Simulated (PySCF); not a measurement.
**Static response to an electric field**

Species: C6H9FSi.
SMILES with atom numbers: `[CH3:1][C:2]#[C:3][Si@H:4]1[CH2:5][C@H:6]([F:7])[CH2:8]1` (hydrogens: H9, H10, H11 on C1; H12 on Si4; H13, H14 on C5; H15 on C6; H16, H17 on C8)

Cartesian coordinates in Å at the GFN2-xTB level; atoms count from 1:
```xyz
17
C6H9FSi angstrom
C      3.7138    0.4450    0.1220
C      2.3556    0.0389   -0.1509
C      1.2190   -0.2973   -0.3747
Si    -0.5114   -0.8164   -0.7261
C     -1.5965   -0.9905    0.8431
C     -2.2059    0.3929    0.5848
F     -3.5819    0.4033    0.7119
C     -1.7424    0.6454   -0.8549
H      4.3688    0.1136   -0.6833
H      4.0533    0.0044    1.0590
H      3.7689    1.5305    0.2010
H     -0.5784   -1.8711   -1.7376
H     -1.1301   -1.0943    1.8189
H     -2.3642   -1.7569    0.7579
H     -1.8369    1.1503    1.2833
H     -2.5626    0.4615   -1.5458
H     -1.3760    1.6527   -1.0330
```

Level: B3LYP/def2-SVPD (PySCF), static field, nuclei fixed, core orbitals frozen in the response. The polarisability tensor in these axes (au):

```
x   131.06   5.16   0.48
y     5.16  81.64   1.95
z     0.48   1.95  81.00
```

**Question.** Give the principal values, the mean and the anisotropy Δα = √{½[(α1 − α2)² + (α2 − α3)² + (α1 − α3)²]}.

**Answer.** Principal values 79.16, 82.94 and 131.60 au; mean 97.90 au = 14.51 Å³ = 16.14 × 10⁻⁴⁰ C²·m²/J; Δα = 50.66 au (52 % of the mean).

**Question.** What is the dipole moment, and where does it point?

**Answer.** (3.25, 0.16, -0.13) D, 3.25 D in size, pointing from the negative to the positive side. Measured along this direction, the outermost atoms are F7 at the negative end and H9 at the positive end.

**Question.** How large is μ²/3kT at 500 K beside α?

**Answer.** In Gaussian units μ²/3kT = 51.15 Å³ against 14.51 Å³, a ratio of 3.53; the Debye molar polarisation (4π/3)N_A(α + μ²/3kT) is 165.6 cm³/mol, leaving out the vibrational part.

**Question.** Sum over states: ᾱ = Σ f/ω², ω in Eh. What share falls to these 8 lowest TDDFT singlets (eV, f)? 5.77, 0.0004; 5.93, 0.0382; 6.00, 0.0019; 6.73, 0.0059; 6.85, 0.0182; 6.91, 0.0058; 6.95, 0.3533; 7.17, 0.0104.

**Answer.** They add up to 6.89 au, 7.0 % of the 97.90 au; the largest single term is 5.41 au, from the state at 6.95 eV. Terms in order: 0.01, 0.80, 0.04, 0.10, 0.29, 0.09, 5.41, 0.15 au. Higher excitations give the rest. The strengths listed sum to 0.434.

**Question.** Traceless (Buckingham) quadrupole moment about the centre of nuclear charge: eigenvalues?

**Answer.** -7.85, 0.05, 7.80 D·Å. The values depend on the origin, since the dipole doesn't vanish. The electronic extent ⟨r²⟩ about the same centre is 1687 bohr², a root-mean-square distance of 2.64 Å for the 68 electrons.

**Question.** What would n − 1 = 2πNα be for an ideal gas of these molecules at 500 K and 1 atm, electronic part alone?

**Answer.** N = p/kT = 1.4678 × 10¹⁹ cm⁻³, so n − 1 = 2π × N × 14.51 × 10⁻²⁴ cm³ = 1338 × 10⁻⁶ at long wavelengths.

**Question.** Along which axes do the principal values lie, and how far do the nuclei extend along each?

**Answer.** Largest value along (0.99, 0.10, 0.01), where the nuclei span 7.86 Å; middle along (-0.08, 0.71, 0.70), 4.36 Å; least along (0.06, -0.69, 0.72), 3.97 Å. The response follows the extents in order.

Isolated species at its GFN2-xTB geometry (one conformer only).

These values come from a run that also computed excited states. The run took 2.3 min wall, 2.0 min CPU on an Intel Xeon at 2.50 GHz with one thread, no GPU, on a shared host, and the process peaked at 0.98 GiB of memory.
